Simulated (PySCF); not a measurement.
**Correlation energy of Si (silicon, neutral)**

[Ne] 3s1 3p2 4s1, high-spin 5P determinant (an excited configuration). Computed with PySCF 2.14 in x2c-TZVPPall with one added diffuse shell each of s, p, d type (6s6p4d1f, 51 functions), with scalar relativity by spin-free X2C-1e. Frozen: 1s2; 12 electrons correlated.

| level | correlation energy (mhartree) |
| --- | --- |
| CCSD | -174.08 |
| (T) | -1.54 |
| CCSD(T) | -175.62 |

Diagnostics: T1 = 0.0077, D1 = 0.0351, largest double amplitude 0.040.

The outer electron is Rydberg-like, and this basis confines it to a smaller radius and binds it less than a complete one would.

Cost of the coupled-cluster step: about 11 core-seconds, for 12 correlated electrons.

This basis was not built for core-valence correlation, so the inner-shell part is incomplete.
